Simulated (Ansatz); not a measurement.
One change: `[NH2][Ge][OH]` becomes `[NH2][Ge][Br]`.

Ansatz, PBE0-D4/def2-TZVP geometries, multiplicity 1. Each molecule was computed in one conformer, which needn't be the lowest.

Scalar relativity is left out up to krypton.

```csv
property,`[NH2][Ge][OH]`
HOMO–LUMO gap (PBE/def2-TZVPP) / eV,4.41
HOMO energy (ωB97M-V/def2-TZVPP) / eV,-9.56
LUMO energy (PBE/def2-TZVPP) / eV,-1.82
LUMO energy (PBE0/def2-TZVPP) / eV,-1.06
HOMO energy (PBE/def2-TZVPP) / eV,-6.22
LUMO energy (ωB97M-V/def2-TZVPP) / eV,0.91
```

Give the same properties after the change, and the shifts. (An estimate is asked.)

Computed: 
| property | `[NH2][Ge][Br]` | shift |
| --- | --- | --- |
| HOMO–LUMO gap (PBE/def2-TZVPP) / eV | 3.65 | -0.76 |
| HOMO energy (ωB97M-V/def2-TZVPP) / eV | -9.48 | 0.08 |
| LUMO energy (PBE/def2-TZVPP) / eV | -2.64 | -0.82 |
| LUMO energy (PBE0/def2-TZVPP) / eV | -1.91 | -0.85 |
| HOMO energy (PBE/def2-TZVPP) / eV | -6.29 | -0.07 |
| LUMO energy (ωB97M-V/def2-TZVPP) / eV | 0.02 | -0.89 |

With PBE0 the HOMO falls by 0.05 eV and the LUMO falls by 0.85 eV, so the gap narrows by about 0.80 eV. PBE moves the HOMO by -0.07 eV and ωB97M-V by 0.08 eV. The zero-point energy changes by -31.9 kJ/mol with -3 modes.

Spin–orbit coupling is left out; it splits and shifts lone-pair levels of the heavy atoms by tenths of an eV.
